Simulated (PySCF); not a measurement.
CsBr, SMILES [Br][Cs].

Coordinates come from a B3LYP-D3(BJ)/def2-TZVPD optimisation. The def2 effective core potentials stand for the cores of Cs; spin–orbit coupling is left out.

Two levels are set side by side: TDA-PBE/def2-TZVPD (PySCF) and TDA-M06-2X/def2-TZVPD (PySCF). Vertical, same geometry. The lowest singlet is HOMO−1→LUMO 100 % with PBE and HOMO→LUMO 91 % with the other functional; states are paired by order. Differences are taken from unrounded values.

```csv
quantity,TDA-M06-2X
lowest singlet excitation (eV),3.97
lowest triplet excitation (TDA) (eV),3.97
first bright state (f over 0.05) (eV),4.12
its oscillator strength,0.05
```

What does TDA-PBE give, and how far is it from TDA-M06-2X? (The exact figures need the calculation; the answer reports its results.)


```tsv
quantity	TDA-PBE	TDA-PBE minus TDA-M06-2X
lowest singlet excitation (eV)	2.87	-1.10
lowest triplet excitation (TDA) (eV)	2.84	-1.13
first bright state (f over 0.05) (eV)	3.15	-0.97
its oscillator strength	0.08	0.03
```

A lower first singlet is the usual sign of a functional without exact exchange. Differences between two approximate levels are no errors against the true value.

Rough cost on one machine, each run with all the roots and properties that it gave: TDA-M06-2X against TDA-PBE about 6 times.
